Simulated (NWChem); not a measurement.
Species: MgCl, doublet; SMILES [Mg][Cl]

All runs: NWChem. Spin-unrestricted. Structure relaxed at the PBE0-D3(BJ)/def2-TZVP, spin-unrestricted level. The spin multiplicity was typed, not searched, and may not be the lowest. No stability test was run on the SCF state. Vertical excitations in the gas phase. Excited states of an open shell can be spin-contaminated.

Problem. Estimate the computed values for B3LYP/aug-cc-pVDZ, TDA. Quantities: lowest excitation (eV); oscillator strength of that lowest state; lowest empty minus highest occupied level, either spin (eV).

Solution. 
* **lowest excitation (eV)**: 3.42
* **oscillator strength of that lowest state**: 0.165
* **lowest empty minus highest occupied level, either spin (eV)**: 2.39
